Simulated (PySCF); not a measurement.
CHO3, SMILES O=C([O-])O, charge -1.

Coordinates come from a PBE-D3(BJ)/def2-SVPD optimisation. The values are those of a single conformer.

Method: M06-2X/def2-TZVPD in PySCF.

Symmetry labels are those of the subgroup Cs that the program uses (full group Cs).

Q: List the valence orbital energies around the gap with their symmetry. (The exact figures need the calculation; the answer reports its results.)

A: 
```csv
orbital,symmetry,energy (eV)
HOMO−7,A',-9.61
HOMO−6,A',-8.86
HOMO−5,A",-8.53
HOMO−4,A',-7.46
HOMO−3,A",-5.14
HOMO−2,A',-4.18
HOMO−1,A",-3.63
HOMO,A',-3.38
LUMO,A',3.95
LUMO+1,A',4.75
LUMO+2,A',4.89
LUMO+3,A",5.58
```
